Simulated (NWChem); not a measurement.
System: CH4OSSe; SMILES CO[Se]S

Here is an NWChem input.

```
start job
memory heap 200 mb stack 900 mb global 1100 mb
geometry units angstroms noautoz
  Se     0.743048     0.030597     0.000385
  O     -0.140938    -1.416644    -0.610932
  C     -1.053496    -2.009394     0.279104
  H     -1.910892    -1.343863     0.488390
  H     -1.433863    -2.915078    -0.217598
  H     -0.583681    -2.295579     1.237338
  S     -0.767769     1.613168    -0.046148
  H     -1.243767     1.481902     1.216604
end
basis spherical
  * library def2-svpd
end
dft
  xc b3lyp
  iterations 150
end
tddft
  cis
  nroots 6
  notriplet
end
task tddft energy
```

Structure relaxed at the PBE0/def2-SVP level.

Vertical excitations in the gas phase.

Q: What results follow from this input? (B3LYP/def2-SVPD, TDA.) Quantities: lowest excitation, singlet (eV); oscillator strength of that lowest state; orbital gap (eV).

A: 
```
Item                                      Value
----------------------------------------  -----
lowest excitation, singlet (eV)            4.01
oscillator strength of that lowest state  0.007
orbital gap (eV)                           5.09
```
